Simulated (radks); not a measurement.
Effect of the nuclear size on the europium ion Eu+, [Xe] 4f7 6s1. All-electron calculation, Dirac Kohn-Sham, relativistic LDA (MacDonald-Vosko exchange, VWN5 correlation), spin-unpolarised, spherical densities, finite nucleus; open shells fill j = l - 1/2 first; Fermi nuclear charge, rms radius 5.1115 fm. Program: a radial shooting solver on a logarithmic mesh with Libxc functionals. The rms radius is varied about that value; shifts are against it.

rms radius (fm)  total energy shift (eV)  density at nucleus (e/bohr^3)  1s1/2 shift (meV)  2s1/2 shift (meV)  4p1/2 shift (meV)  5s1/2 shift (meV)  5p1/2 shift (meV)  6s1/2 shift (meV)  6p1/2 (empty) shift (meV)
4.585                              -3.62                      5.872e+05              -1480               -190              0.260              -1.47              0.121             -0.136                      0.042
4.6872                             -2.94                       5.84e+05              -1210               -154              0.211              -1.20              0.099             -0.110                      0.034
5.1115                                 0                      5.717e+05              0.000              0.000              0.000              0.000              0.000              0.000                      0.000
5.3466                              1.71                      5.654e+05                702               89.7             -0.123              0.697             -0.057              0.064                     -0.020
5.9498                              6.36                      5.507e+05               2610                334             -0.456               2.59             -0.213              0.239                     -0.073

Slopes of the eigenvalues against <r^2> in GHz/fm^2, as finite differences over the two radii next to the reference (eigenvalue slopes, not the field-shift constants of lines): 1s1/2 69700, 2s1/2 8910, 4p1/2 -12.2, 5s1/2 69.2, 5p1/2 -5.70, 6s1/2 6.39, 6p1/2 (empty) -1.95.
